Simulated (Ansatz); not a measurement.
Geometry optimisation, Ansatz, RHF/6-31G*.

Input file:

```yaml
crystal:
  periodic: [false, false, false]
  atoms:
    - { symbol: Al, position_ang: [0.034639, 0.41122, -0.397059] }
    - { symbol: O, position_ang: [-0.088129, 0.094222, 2.547769] }
    - { symbol: H, position_ang: [-0.99787, 0.019559, 2.804982] }
    - { symbol: O, position_ang: [1.497705, -0.196366, -0.960999] }
    - { symbol: H, position_ang: [1.640786, -0.992339, -1.443579] }
    - { symbol: O, position_ang: [-1.503218, -0.175332, -0.751826] }
    - { symbol: H, position_ang: [-1.708, -1.009165, -1.143326] }
    - { symbol: F, position_ang: [0.102692, 1.869086, 0.40687] }
    - { symbol: H, position_ang: [0.050595, 1.039017, 2.361568] }
basis:
  gaussian: { orbitals: "6-31G*" }
hamiltonian:
  xc: hf
relax:
  f_tol: 0.03
  max_steps: 50
```

Launched with:

```bash
$ ansatz run input.yaml --threads 1 --pin off --max-ram 2048MiB --backend cpu --events-out ev --progress --plain --runs-dir out
```

**Question.** Where does it end, and by what steps?

**Answer.** It converged. After 16 steps the energy has fallen by 0.805 eV; H3 moved furthest, 0.82 Å. Joined: Al1–O2 (2.96 → 1.97 Å).

```csv
step,energy less start (eV),largest force component (eV/Å),accepted
0,0.0000,1.139,yes
1,-0.1114,1.540,yes
2,-0.3232,1.700,yes
3,-0.5607,0.957,yes
4,-0.6209,1.618,yes
5,-0.7017,0.529,yes
6,-0.7266,0.142,yes
7,-0.7466,0.199,yes
8,-0.7588,0.467,yes
9,-0.7703,0.342,yes
10,-0.7718,0.672,yes
11,-0.6981,1.265,no
12,-0.7961,0.338,yes
13,-0.8025,0.272,yes
14,-0.8035,0.086,yes
15,-0.8036,0.125,yes
16,-0.8045,0.018,yes
```

```xyz
9
Properties=species:S:1:pos:R:3
Al 0.043 0.440 -0.054
O 0.008 0.113 1.893
H -0.835 -0.304 2.065
O 1.478 -0.150 -0.750
H 1.625 -1.058 -0.959
O -1.444 -0.407 -0.213
H -1.880 -0.597 -1.027
F -0.009 2.087 0.093
H 0.044 0.935 2.376
```

Time of the run: 29 s on 1 thread of Arm Neoverse V1, with other jobs on the host, peak memory 0.15 GiB.
